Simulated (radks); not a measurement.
The numbers below are computed, except where a source is named.
Problem. Ionisation of neutral platinum, [Xe] 4f14 5d9 6s1, to [Xe] 4f14 5d9 as the strength of local exchange is varied. Code: a radial shooting solver on a logarithmic mesh with Libxc functionals. Model: non-relativistic Kohn-Sham, Slater X-alpha exchange (alpha = 2/3 is LDA exchange), no correlation, spin-polarised, spherical densities, point nucleus; open shells are filled with parallel spins first (spin-orbit coupling, left out, can overturn this in heavy ions); relativity is left out, which matters for an element this heavy.

| alpha | E(Pt) (hartree) | exchange (hartree) | IE (eV) | -e of the level emptied (eV) | <r> of it (bohr) |
|---|---|---|---|---|---|
| 0.578 | -17276.2111 | -275.1885 | 6.396 | 3.477 (6s) | 3.532 |
| 0.637 | -17304.3259 | -303.8106 | 6.756 | 3.820 (6s) | 3.463 |
| 0.667 | -17318.6405 | -318.4018 | 6.943 | 3.998 (6s) | 3.429 |
| 0.843 | -17402.8753 | -404.5126 | 8.080 | 5.110 (6s) | 3.246 |
| 0.992 | -17474.5292 | -478.0910 | 9.098 | 6.130 (6s) | 3.110 |
| x | -17329.6236 | -329.6055 | 7.087 | 4.138 (6s) | 3.404 |

Which alpha was used in the last row?

Solution. alpha = 0.69. NIST Atomic Spectra Database: 8.959 eV (measured). The Delta-SCF value meets it near alpha = 0.97. Relativity is left out here, which matters for elements this heavy. Open shells are spherical and high-spin; term and fine-structure splittings are not resolved.
